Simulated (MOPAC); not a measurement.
MOPAC input (AM1):

```
AM1 1SCF UHF MS=0.5 GEO-OK AUX(PRECISION=9) THREADS=1
H6N3OSi

N     1.29917700 1   -0.55153400 1    0.96765400 1
Si    0.03590700 1    0.06654500 1    0.01698500 1
N    -0.74806600 1   -1.08793900 1   -1.02995600 1
N    -1.15792700 1    0.64933300 1    1.09120800 1
O     0.63241300 1    0.99715400 1   -1.17593100 1
H     1.16305500 1   -1.03308700 1    1.83957800 1
H     2.25088400 1   -0.56466200 1    0.64423300 1
H    -0.16179600 1   -1.66835400 1   -1.61330300 1
H    -1.59435500 1   -0.83809800 1   -1.52290700 1
H    -0.88286800 1    1.25843500 1    1.84561900 1
H    -2.08921100 1    0.86788900 1    0.77409600 1
```

Output:

```
 *******************************************************************************
 **                                                                           **
 **                              MOPAC v23.2.5                                **
 **                                                                           **
 *******************************************************************************
 ** MOPAC's Digital Object Identifier: https://doi.org/10.5281/zenodo.6511958 **
 **                                                                           **
 ** Please cite the open-source release paper for use of this MOPAC version:  **
 ** J. E. Moussa and J. J. P. Stewart (2026)                                  **
 ** MOPAC: An open-source semiempirical molecular orbital program             **
 ** J. Open Source Softw., 11(119), 8025, https://doi.org/10.21105/joss.08025 **
 *******************************************************************************

                              AM1 CALCULATION RESULTS

 *******************************************************************************
 *  AM1        - The AM1 Hamiltonian to be used
 *  GEO-OK     - OVERRIDE INTERATOMIC DISTANCE AND OTHER SAFETY CHECKS
 *  UHF        - UNRESTRICTED HARTREE-FOCK CALCULATION
 *  MS=        - IN MECI, MAGNETIC COMPONENT OF SPIN =  0.5
 *  1SCF       - DO 1 SCF AND THEN STOP
 *  AUX        - OUTPUT AUXILIARY INFORMATION
 *******************************************************************************
AM1 1SCF UHF MS=0.5 GEO-OK AUX(PRECISION=9) THREADS=1
 H6N3OSi

   ATOM   CHEMICAL          X               Y               Z
  NUMBER   SYMBOL      (ANGSTROMS)     (ANGSTROMS)     (ANGSTROMS)

     1       N          1.29917700  *  -0.55153400  *   0.96765400  *
     2      Si          0.03590700  *   0.06654500  *   0.01698500  *
     3       N         -0.74806600  *  -1.08793900  *  -1.02995600  *
     4       N         -1.15792700  *   0.64933300  *   1.09120800  *
     5       O          0.63241300  *   0.99715400  *  -1.17593100  *
     6       H          1.16305500  *  -1.03308700  *   1.83957800  *
     7       H          2.25088400  *  -0.56466200  *   0.64423300  *
     8       H         -0.16179600  *  -1.66835400  *  -1.61330300  *
     9       H         -1.59435500  *  -0.83809800  *  -1.52290700  *
    10       H         -0.88286800  *   1.25843500  *   1.84561900  *
    11       H         -2.08921100  *   0.86788900  *   0.77409600  *

          CARTESIAN COORDINATES

    NO.       ATOM           X           Y           Z

     1         N          1.2992     -0.5515      0.9677
     2        Si          0.0359      0.0665      0.0170
     3         N         -0.7481     -1.0879     -1.0300
     4         N         -1.1579      0.6493      1.0912
     5         O          0.6324      0.9972     -1.1759
     6         H          1.1631     -1.0331      1.8396
     7         H          2.2509     -0.5647      0.6442
     8         H         -0.1618     -1.6684     -1.6133
     9         H         -1.5944     -0.8381     -1.5229
    10         H         -0.8829      1.2584      1.8456
    11         H         -2.0892      0.8679      0.7741

  H: (AM1): M.J.S. DEWAR ET AL, J. AM. CHEM. SOC. 107 3902-3909 (1985)
  N: (AM1): M.J.S. DEWAR ET AL, J. AM. CHEM. SOC. 107 3902-3909 (1985)
  O: (AM1): M.J.S. DEWAR ET AL, J. AM. CHEM. SOC. 107 3902-3909 (1985)
 Si: (AM1): M.J.S.DEWAR, C. JIE, ORGANOMETALLICS, 6, 1486-1490 (1987).

           Empirical Formula: H6 N3 O Si  =    11 atoms

      MOLECULAR POINT GROUP   :   C1

          UHF CALCULATION, NO. OF ALPHA ELECTRONS =   16
                           NO. OF BETA  ELECTRONS =   15

 -------------------------------------------------------------------------------
 AM1 1SCF UHF MS=0.5 GEO-OK AUX(PRECISION=9) THREADS=1
 H6N3OSi

     1SCF WAS SPECIFIED, SO BFGS WAS NOT USED
     SCF FIELD WAS ACHIEVED

                              AM1 CALCULATION
                                                       MOPAC v23.2.5 Linux

          FINAL HEAT OF FORMATION =        -70.88381 KCAL/MOL =    -296.57787 KJ/MOL

          COSMO AREA              =        117.12 SQUARE ANGSTROMS
          COSMO VOLUME            =        104.63 CUBIC ANGSTROMS

          IONIZATION POTENTIAL    =          9.735256 EV
          ALPHA SOMO LUMO (EV)    =         -9.955  2.141
          BETA  SOMO LUMO (EV)    =         -9.735 -1.055
          NO. OF ALPHA ELECTRONS  =         16
          NO. OF BETA  ELECTRONS  =         15
          MOLECULAR WEIGHT        =         92.1524         POINT GROUP:  C1

          MOLECULAR DIMENSIONS (Angstroms)

            Atom       Atom       Distance
            H    10    H     8     4.58805
            H     9    H     7     4.25532
            O     5    H     6     3.16762

          SCF CALCULATIONS        =          1

   ATOM   CHEMICAL          X               Y               Z
  NUMBER   SYMBOL      (ANGSTROMS)     (ANGSTROMS)     (ANGSTROMS)

     1       N          1.29917700  *  -0.55153400  *   0.96765400  *
     2      Si          0.03590700  *   0.06654500  *   0.01698500  *
     3       N         -0.74806600  *  -1.08793900  *  -1.02995600  *
     4       N         -1.15792700  *   0.64933300  *   1.09120800  *
     5       O          0.63241300  *   0.99715400  *  -1.17593100  *
     6       H          1.16305500  *  -1.03308700  *   1.83957800  *
     7       H          2.25088400  *  -0.56466200  *   0.64423300  *
     8       H         -0.16179600  *  -1.66835400  *  -1.61330300  *
     9       H         -1.59435500  *  -0.83809800  *  -1.52290700  *
    10       H         -0.88286800  *   1.25843500  *   1.84561900  *
    11       H         -2.08921100  *   0.86788900  *   0.77409600  *

                             CARTESIAN COORDINATES

   1    N        1.299177000    -0.551534000     0.967654000
   2   Si        0.035907000     0.066545000     0.016985000
   3    N       -0.748066000    -1.087939000    -1.029956000
   4    N       -1.157927000     0.649333000     1.091208000
   5    O        0.632413000     0.997154000    -1.175931000
   6    H        1.163055000    -1.033087000     1.839578000
   7    H        2.250884000    -0.564662000     0.644233000
   8    H       -0.161796000    -1.668354000    -1.613303000
   9    H       -1.594355000    -0.838098000    -1.522907000
  10    H       -0.882868000     1.258435000     1.845619000
  11    H       -2.089211000     0.867889000     0.774096000

           Empirical Formula: H6 N3 O Si  =    11 atoms

      MOLECULAR POINT GROUP   :   C1

          ALPHA EIGENVALUES
 -35.76011 -32.19368 -31.91697 -31.62438 -17.23766 -16.82424 -16.67127 -16.05462
 -15.15370 -14.42827 -14.30851 -13.47095 -12.70350 -10.47876 -10.18075  -9.95525
   2.14135   2.33735   2.49882   2.71577   5.32713   5.36684   5.62498   6.25581
   6.34550   6.52077

           BETA EIGENVALUES
 -32.56750 -32.17652 -31.84054 -31.16879 -17.06827 -16.75930 -16.50632 -15.93085
 -14.23098 -14.05704 -13.83366 -12.09815 -10.43636 -10.08320  -9.73526  -1.05497
   2.29457   2.44558   2.58774   3.36535   5.33017   5.39417   5.64120   6.27668
   6.37351   6.53306

              NET ATOMIC CHARGES AND DIPOLE CONTRIBUTIONS

  ATOM NO.   TYPE          CHARGE      No. of ELECS.   s-Pop       p-Pop
    1          N          -0.775993        5.7760     1.52174     4.25425
    2         Si           1.626956        2.3730     0.70792     1.66512
    3          N          -0.713918        5.7139     1.56491     4.14901
    4          N          -0.744938        5.7449     1.54639     4.19855
    5          O          -0.485942        6.4859     1.93333     4.55261
    6          H           0.198771        0.8012     0.80123
    7          H           0.188928        0.8111     0.81107
    8          H           0.173825        0.8262     0.82617
    9          H           0.174591        0.8254     0.82541
   10          H           0.176958        0.8230     0.82304
   11          H           0.180760        0.8192     0.81924
 DIPOLE           X         Y         Z       TOTAL
 POINT-CHG.    -0.213    -0.116     0.856     0.889
 HYBRID         0.083     0.250    -0.101     0.282
 SUM           -0.130     0.134     0.755     0.778

          ATOMIC ORBITAL ELECTRON POPULATIONS

     Atom    s        px        py        pz
    1  N   1.52174   1.19744   1.72812   1.32869
    2 Si   0.70792   0.53645   0.56408   0.56460
    3  N   1.56491   1.21562   1.49100   1.44239
    4  N   1.54639   1.20102   1.62281   1.37472
    5  O   1.93333   1.68121   1.41757   1.45383
    6  H   0.80123
    7  H   0.81107
    8  H   0.82617
    9  H   0.82541
   10  H   0.82304
   11  H   0.81924

                    (SZ)    =    0.500000
                    (S**2)  =    0.759326

          ATOMIC ORBITAL SPIN POPULATIONS

    Atom   Total    s     px     py     pz
         Atomic
    1  N  0.0044  0.000  0.001  0.004 -0.001
    2 Si -0.0688 -0.017 -0.010 -0.014 -0.028
    3  N  0.1054  0.005  0.028  0.073 -0.000
    4  N -0.0028 -0.000  0.001 -0.002 -0.001
    5  O  0.9689  0.008  0.219  0.440  0.303
    6  H -0.0010 -0.001
    7  H  0.0003  0.000
    8  H -0.0031 -0.003
    9  H -0.0028 -0.003
   10  H -0.0009 -0.001
   11  H  0.0003  0.000

 **********************
 *                    *
 * JOB ENDED NORMALLY *
 *                    *
 **********************

 == MOPAC DONE ==
```

The geometry given is a B3LYP-D3(BJ)/def2-TZVP minimum.
